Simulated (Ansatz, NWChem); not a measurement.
Ligand exchange: C2H2O + SiH3(InH2) → C2H4Si + InH2(OH)

Species: C2H2O (ethynol) `C#CO`, singlet; SiH3(InH2), singlet; C2H4Si (ethynylsilane) `C#C[SiH3]`, singlet; InH2(OH), singlet. The partners trade OH for SiH3: C–OH and In–SiH3 bonds give way to C–SiH3 and In–OH.

Shapes, held fixed at every level: PBE0-D4/def2-TZVP. Programs: Ansatz 0.2.0. Electronic energies: no zero-point or thermal term.

```
                level                   kind  ΔE (kJ/mol)  less CCSD(T)/def2-TZVPP
  BHLYP-D4/def2-TZVPP          global hybrid       -135.2                    +11.4
   PBE0-D4/def2-TZVPP          global hybrid       -116.2                    +30.4
r2SCAN0-D4/def2-TZVPP          global hybrid       -128.2                    +18.4
    B2PLYP/def2-TZVPP          double hybrid       -147.2                     -0.6
         MP2/def2-SVP    perturbation theory       -131.1                    +15.5
     CCSD(T)/def2-SVP  coupled cluster or CI       -118.8                    +27.8
      CCSD/def2-TZVPP  coupled cluster or CI       -144.3                     +2.3
   CCSD(T)/def2-TZVPP  coupled cluster or CI       -146.6                      0.0
```

The highest level, CCSD(T)/def2-TZVPP, gives ΔE = -146.6 kJ/mol; the levels span -147.2 to -116.2. The column of differences is taken from that level and isn't an error. No measured value is set beside it here. For atoms past krypton def2 sets carry core potentials with scalar relativity. Outer-core shells of In are correlated in most correlated rows, in sets that cover them unevenly.
